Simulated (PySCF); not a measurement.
Species: phenyldifluoroborane, C6H5BF2.
Cartesian coordinates in Å at the PBE0-D3(BJ)/def2-TZVP level; atoms count from 1:
```
atom  x, y, z in Å
F1     3.091   -1.123    0.049
B2     2.391    0.000    0.060
F3     3.087    1.125    0.102
C4     0.848   -0.002    0.024
C5     0.134    1.199    0.059
C6    -1.250    1.201    0.022
C7    -1.940   -0.002   -0.052
C8    -1.247   -1.204   -0.088
C9     0.137   -1.203   -0.049
H10    0.674    2.138    0.115
H11   -1.795    2.138    0.051
H12   -3.024   -0.002   -0.082
H13   -1.789   -2.141   -0.146
H14    0.680   -2.141   -0.076
```

Theory: PySCF 2.14.0, PBE0-D3(BJ)/def2-TZVP geometry optimisation, gas phase.

Take the most abundant isotopes and a rigid rotor. 

Give the principal moments of inertia and the rotational constants in MHz.

Ia = 136.01, Ib = 456.94, Ic = 592.92 u·Å²; 505379 MHz·u·Å²/I gives A = 3716, B = 1106, C = 852.4 MHz.

Classify the top.

An asymmetric top; Ray's κ = -0.823.

What does the inertial defect say?

Not planar: Δ = Ic − Ia − Ib = -0.03 u·Å². For a rigid frame Δ = −2 Σ m c², so Σ m c² = 0.02 u·Å² lies off the ab plane: 0.00 from hydrogen and 0.01 from heavier atoms. The atom farthest from that plane is 0.02 Å away.

Which lines would a microwave search look for?

The dipole components are |μa| = 2.46 D, |μb| = 0.00 D, |μc| = 0.00 D; the symmetry axis of this C2v structure is a, so μb and μc vanish by symmetry and there are no b-type or c-type lines. Some lines, for components of 0.1 D or more:

```csv
type,branch,"J(Ka,Kc)",MHz,lower level (cm⁻¹)
a,Q,"2(1,1) ← 2(1,2)",761,0.275
a,Q,"3(1,2) ← 3(1,3)",1521,0.457
a,R,"1(0,1) ← 0(0,0)",1958,0.000
a,Q,"4(1,3) ← 4(1,4)",2531,0.701
a,R,"2(1,2) ← 1(1,1)",3663,0.152
a,R,"2(0,2) ← 1(0,1)",3899,0.065
a,R,"3(1,3) ← 2(1,2)",5484,0.275
a,R,"3(0,3) ← 2(0,2)",5805,0.195
a,R,"3(2,2) ← 2(2,1)",5875,0.561
a,R,"3(2,1) ← 2(2,0)",5945,0.562
a,R,"3(1,2) ← 2(1,1)",6244,0.300
a,R,"4(0,4) ← 3(0,3)",7662,0.389
a,R,"4(2,3) ← 3(2,2)",7820,0.757
a,R,"4(3,1) ← 3(3,0)",7871,1.214
a,R,"4(2,2) ← 3(2,1)",7991,0.760
```

Estimate the classical rotational partition function at 25 K, 100 K and 500 K.

Point group C2v, symmetry number σ = 2; q = (√π/σ)·√((kT/h)³/(ABC)), k/h = 20836.6 MHz/K: 5630 at 25 K, 45000 at 100 K, 504000 at 500 K.

Stationary, but not proved a minimum. No vibrational averaging or centrifugal distortion is included, and the geometry carries the error of its method. Quadrupole hyperfine structure (11B) is left out.
